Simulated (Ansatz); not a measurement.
Several settings on one geometry of GaMe2H (C₂H₇Ga) (that of the charge 0 singlet, PBE-D4/def2-SVP). Ansatz on 4 threads of Arm Neoverse V2 on a shared host; times are rough.

```xyz
10

Ga   -0.3923   -0.6714   -0.0031
C     1.5918   -0.6680   -0.0004
H     1.9640   -0.2073    0.9398
H     1.9783   -0.0416   -0.8321
H     2.0286   -1.6816   -0.0877
C    -1.3626    1.0593    0.0056
H    -1.1696    1.5982   -0.9471
H    -0.9851    1.7136    0.8195
H    -2.4575    0.9430    0.1214
H    -1.1956   -2.0443   -0.0158
```

Totals from different functionals, basis sets or treatments of relativity can't be compared as stabilities.

Scalar relativity in a set contracted without it gives distorted totals.

Task: Give the basis size and estimate the energy, ⟨S²⟩, dipole and time of these runs.

```csv
run,method,charge,state,further keys
1,UKS SVWN5/def2-mTZVPP,0,singlet,scf: {lower_state_search: light}; forces asked
2,RKS PBE0/def2-SVPD,0,singlet,forces asked
3,RKS ωPBEh/def2-mTZVPP,0,singlet,pseudopotentials: {relativity: scalar}; forces asked
```

Result: 
```
run  functions  energy (Eh)  ⟨S²⟩  dipole (D)  wall time
  1        109   -2001.4882  0.00        0.62      0.8 s
  2        134   -2004.6124     –        0.61      1.9 s
  3        109   -2020.0427     –        0.58      1.5 s
```
